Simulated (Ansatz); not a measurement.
Mulliken charges of CH5ClOSSi, SMILES `CO[SiH](S)Cl` from PBE/def2-TZVPP in Ansatz (PBE0-D4/def2-TZVP geometry).

| atom | x (Å) | y (Å) | z (Å) | charge (e) |
| --- | --- | --- | --- | --- |
| C1 | 0.620 | -0.368 | -1.523 | -0.138 |
| O2 | 0.977 | 0.206 | -0.281 | -0.278 |
| Si3 | 0.057 | 0.156 | 1.056 | 0.494 |
| S4 | -1.763 | 1.179 | 0.654 | -0.240 |
| Cl5 | 1.157 | 1.051 | 2.521 | -0.196 |
| H6 | -0.326 | 0.038 | -1.893 | 0.098 |
| H7 | 0.530 | -1.456 | -1.444 | 0.099 |
| H8 | 1.410 | -0.133 | -2.237 | 0.114 |
| H9 | -0.244 | -1.222 | 1.504 | -0.074 |
| H10 | -2.419 | 0.549 | 1.644 | 0.121 |

By hand: the dipole of these point charges (1 e Å = 4.8032 D).

Σ q r = (-0.226, -0.417, -0.337) e Å, of length 0.582 e Å = 2.80 D.

How does the dipole of the full density compare? (Estimate.)

The calculation gave: (-0.202, -0.314, -0.229) e Å, 2.10 D; the point charges give 1.33 times that, at 5° from its direction.

Point charges leave out the atoms' own dipoles, such as those of lone pairs, and Mulliken's split depends on the basis, so the two needn't agree.
